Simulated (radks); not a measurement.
The numbers below are computed, except where a source is named.
Task: Coulomb parameter of the 4d shell of neutral technetium in the model configuration [Kr] 4d6 5s1, as a second difference U = [E(n + 0.5) + E(n - 0.5) - 2 E(n)] / (0.5)^2 with all orbitals relaxed. "Bare": the charge of the atom changes with n. "Screened": the 5s shell takes up the change at fixed total charge, which measures U(4d,4d) + U(5s,5s) - 2 U(4d,5s). Level of theory: Dirac Kohn-Sham, PBE, spin-unpolarised, spherical densities, point nucleus; open shells are shared between the two j in proportion to 2j + 1 (a radial shooting solver on a logarithmic mesh with Libxc functionals). Estimate both.

Result: U(bare) = 8.338 eV, U(screened by 5s) = 1.167 eV. The step up makes a negative ion, whose loosely bound charge lowers the bare value.
